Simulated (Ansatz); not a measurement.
Geometry optimisation, RKS PBE0-D4/6-31G (Ansatz).

Input:

```yaml
crystal:
  periodic: [false, false, false]
  atoms:
    - { symbol: B, position_ang: [-1.9764, 0.243, -0.5326] }
    - { symbol: C, position_ang: [-0.5532, 0.636, -1.015] }
    - { symbol: Si, position_ang: [0.613, 0.4806, 0.4032] }
    - { symbol: C, position_ang: [0.8038, -1.2866, 0.9885] }
    - { symbol: O, position_ang: [2.2082, 0.9775, -0.1069] }
    - { symbol: F, position_ang: [0.1338, 1.472, 1.6916] }
    - { symbol: H, position_ang: [-2.8532, 1.1012, -0.6197] }
    - { symbol: H, position_ang: [-2.2418, -0.7762, -0.1491] }
    - { symbol: H, position_ang: [-0.242, -0.0359, -1.7845] }
    - { symbol: H, position_ang: [-0.5201, 1.6825, -1.3698] }
    - { symbol: H, position_ang: [1.0192, -1.9459, 0.1649] }
    - { symbol: H, position_ang: [-0.245, -1.607, 1.3849] }
    - { symbol: H, position_ang: [1.4279, -1.3591, 1.7914] }
    - { symbol: H, position_ang: [2.4129, 0.3883, -0.8182] }
basis:
  gaussian: { orbitals: "6-31G" }
hamiltonian:
  xc: pbe0
  dispersion: d4
relax:
  f_tol: 0.02
  max_steps: 40
scf:
  lower_state_search: "off"
```

Command:

```bash
$ ansatz run input.yaml --threads 2 --pin off --max-ram 3072MiB --backend cpu --events-out ev --progress --plain --runs-dir out
```

Question: Where does it end, and by what steps?

Answer: The forces met the threshold. Limits of this set-up: no polarisation functions. After 22 steps the energy has fallen by 0.838 eV; H14 moved furthest, 1.13 Å.

```csv
step,energy less start (eV),largest force component (eV/Å),accepted
0,0.0000,4.669,yes
1,-0.5041,1.431,yes
2,-0.5728,1.052,yes
3,-0.6506,1.106,yes
4,-0.6728,0.644,yes
5,-0.6739,0.706,yes
6,-0.6681,1.126,no
7,-0.6947,0.154,yes
8,-0.6914,1.123,no
9,-0.7025,0.224,yes
10,-0.7117,0.322,yes
11,-0.7248,0.648,yes
12,-0.7567,0.449,yes
13,-0.7997,0.432,yes
14,-0.8075,0.307,yes
15,-0.8086,1.282,yes
16,-0.8373,0.092,yes
17,-0.8380,0.025,yes
18,-0.8383,0.051,yes
19,-0.8383,0.046,yes
20,-0.8374,0.128,no
21,-0.8382,0.040,no
22,-0.8384,0.008,yes
```

```xyz
14
Properties=species:S:1:pos:R:3
B -2.106 0.376 -0.507
C -0.684 0.554 -1.099
Si 0.638 0.364 0.237
C 0.758 -1.364 0.963
O 2.088 0.891 -0.491
F 0.306 1.413 1.535
H -2.821 1.314 -0.306
H -2.503 -0.718 -0.208
H -0.436 -0.252 -1.807
H -0.512 1.522 -1.580
H 1.031 -2.083 0.185
H -0.206 -1.664 1.386
H 1.507 -1.413 1.758
H 2.930 1.029 -0.038
```

Whether the end is a true minimum wasn't checked by a vibrational analysis.

The run took 99 s on 2 threads of Arm Neoverse N1 (shared host), peak memory 0.2 GiB.
